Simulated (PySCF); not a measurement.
The vertical singlet excitations below were computed for one of the candidates. Level of theory: PySCF 2.14.0, density-fitted response routines, TDDFT CAM-B3LYP/def2-SVPD, vertical, gas phase, core orbitals frozen in the response. Geometries: GFN2-xTB, one conformer each.

```csv
state,E (eV),λ (nm),f
S1,3.35,369.9,0.0001
S2,4.80,258.3,0.0018
S3,5.49,225.8,0.0095
S4,6.04,205.2,0.032
S5,6.17,201.0,0.033
S6,6.37,194.7,0.019
S7,6.41,193.3,0.016
S8,6.51,190.4,0.0090
```

Triplets computed (Tamm–Dancoff): 2.69, 4.65, 5.11 eV.

Task: Which candidate is it?
A. `C=PCOC`
B. `C=Pc1ccco1`
C. `O=C[SiH2]P([SiH3])[SiH3]`
D. `C1(=CCCC1)P=C`

Result: C. Its S1, at 3.35 eV, is the lowest among the candidates; the nearest of the others has S1 at 4.13 eV. S1 is HOMO-1→LUMO (87%). Löwdin shares by element: HOMO phosphorus 59%, silicon 27%; LUMO carbon 39%, oxygen 33%, silicon 13% or more, hydrogen 6% or more. At the same level the other candidates give, for their lowest levels:
- `C=Pc1ccco1`: 4.43 eV (f 0.302); 4.91 eV (f 0.009); 6.08 eV (f 0.064); 6.24 eV (f 0.007); 6.29 eV (f 0.032); T1 2.46 eV; HOMO -7.66, LUMO -0.75 eV
- `C=PC1=CCCC1`: 4.55 eV (f 0.009); 4.94 eV (f 0.360); 6.16 eV (f 0.031); 6.57 eV (f 0.023); 6.65 eV (f 0.028); T1 2.65 eV; HOMO -7.89, LUMO -0.48 eV
- `C=PCOC`: 4.13 eV (f 0.005); 5.51 eV (f 0.149); 5.81 eV (f 0.021); 6.84 eV (f 0.003); 6.94 eV (f 0.026); T1 2.82 eV; HOMO -8.34, LUMO -0.52 eV

Conformer computed: `[O:1]=[CH:2][SiH2:3][P:4]([SiH3:5])[SiH3:6]`: O1–C2–Si3–P4 17°, C2–Si3–P4–Si5 -26°.
